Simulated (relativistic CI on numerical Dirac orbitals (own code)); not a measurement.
As XXIII: sensitivity of the levels to the model

Base calculation: Dirac-Coulomb-Breit CI, orbitals from a KLI potential per configuration, model QED (radiative potential, 1s self-energy scaled to tabulated hydrogen-like ionisation energies), unscaled Slater integrals.

CI space (outside the closed core [Ne]): 3s, 3p, 3d, 4s, 4p, 4d, 4f, 5s, 5p, 5d, 5f, 5g, 6s, 6p, 6d. Levels of other configurations are missing.

The lowest level and the first level of each name with at least 55 % of one term (blank where a level has no safe partner in the second run):

```tsv
Level	Base (eV)	Shift (eV)
3s ²S1/2	0.000	0.000
3p ²P°1/2	49.738	-0.200
3p ²P°3/2	58.229	-0.006
3d ²D3/2	124.913	+0.124
3d ²D5/2	126.403	+0.246
4s ²S1/2	444.091	+0.202
4p ²P°1/2	464.237	+0.119
4p ²P°3/2	467.608	+0.199
4d ²D3/2	492.399	+0.250
4d ²D5/2	493.066	+0.297
4f ²F°5/2	504.839	+0.323
4f ²F°7/2	505.100	+0.328
5s ²S1/2	637.224	+0.267
5p ²P°1/2	647.263	+0.225
5p ²P°3/2	648.939	+0.265
5d ²D3/2	660.970	+0.291
5d ²D5/2	661.319	+0.313
5f ²F°5/2	667.196	+0.324
5f ²F°7/2	667.329	+0.328
5g ²G7/2	667.950	+0.326
5g ²G9/2	668.032	+0.326
6s ²S1/2	738.509	+0.293
```

At this charge energies of transitions that change n are usually good to better than 1 %, and those within a shell (Δn = 0) to a few per cent.

(1) One thing was changed in a second run, which moved the levels as shown. Which?
A. P86 correlation estimate
B. Breit term removed
C. QED terms removed
D. non-relativistic limit
E. configuration mixing switched off

Answers

(1) B. Breit term removed. The Breit term mainly narrows fine-structure intervals, so removing it widens them.
